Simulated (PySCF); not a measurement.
Computed IR spectrum (relative IR intensity) of a molecule CH13NSi4. The structure is a stationary point at ωB97X-D3(BJ)/def2-SVP. The values are those of a single conformer. These are PySCF with ωB97X-D3(BJ)/def2-SVP values and carry that method's errors. Frequencies are harmonic and unscaled.

Lines under 2 % of the strongest are left out, and lines within 2 cm⁻¹ are merged.

```json
[
 {"ν (cm⁻¹)": "120", "relative intensity": "2.4"},
 {"ν (cm⁻¹)": "283", "relative intensity": "2.9"},
 {"ν (cm⁻¹)": "348", "relative intensity": "4.7"},
 {"ν (cm⁻¹)": "397", "relative intensity": "59"},
 {"ν (cm⁻¹)": "424", "relative intensity": "12"},
 {"ν (cm⁻¹)": "511", "relative intensity": "12"},
 {"ν (cm⁻¹)": "519", "relative intensity": "13"},
 {"ν (cm⁻¹)": "585", "relative intensity": "6.6"},
 {"ν (cm⁻¹)": "660", "relative intensity": "24"},
 {"ν (cm⁻¹)": "680", "relative intensity": "8.5"},
 {"ν (cm⁻¹)": "699", "relative intensity": "82"},
 {"ν (cm⁻¹)": "732", "relative intensity": "7.8"},
 {"ν (cm⁻¹)": "747", "relative intensity": "7.5"},
 {"ν (cm⁻¹)": "786", "relative intensity": "21"},
 {"ν (cm⁻¹)": "834", "relative intensity": "34"},
 {"ν (cm⁻¹)": "856", "relative intensity": "12"},
 {"ν (cm⁻¹)": "896", "relative intensity": "100"},
 {"ν (cm⁻¹)": "912", "relative intensity": "24"},
 {"ν (cm⁻¹)": "933", "relative intensity": "22"},
 {"ν (cm⁻¹)": "953", "relative intensity": "75"},
 {"ν (cm⁻¹)": "956", "relative intensity": "18"},
 {"ν (cm⁻¹)": "960", "relative intensity": "54"},
 {"ν (cm⁻¹)": "966", "relative intensity": "42"},
 {"ν (cm⁻¹)": "981", "relative intensity": "18"},
 {"ν (cm⁻¹)": "1088", "relative intensity": "57"},
 {"ν (cm⁻¹)": "1390", "relative intensity": "3.5"},
 {"ν (cm⁻¹)": "1557", "relative intensity": "20"},
 {"ν (cm⁻¹)": "2208", "relative intensity": "31"},
 {"ν (cm⁻¹)": "2222", "relative intensity": "25"},
 {"ν (cm⁻¹)": "2234", "relative intensity": "71"},
 {"ν (cm⁻¹)": "2238", "relative intensity": "22"},
 {"ν (cm⁻¹)": "2242", "relative intensity": "69"},
 {"ν (cm⁻¹)": "2248", "relative intensity": "53"},
 {"ν (cm⁻¹)": "2257", "relative intensity": "48"},
 {"ν (cm⁻¹)": "2262", "relative intensity": "41"},
 {"ν (cm⁻¹)": "3616", "relative intensity": "16"},
 {"ν (cm⁻¹)": "3711", "relative intensity": "12"}
]
```

Q: Pick the molecule that these values belong to.
A. NC[SiH2][SiH]([SiH3])[SiH3]
B. C[Si@H]([SiH2]N)[SiH2][SiH3]
C. N[SiH2][SiH2]C[SiH2][SiH3]
D. N[Si@@H](C[SiH3])[SiH2][SiH3]

A: D, N[Si@@H](C[SiH3])[SiH2][SiH3]
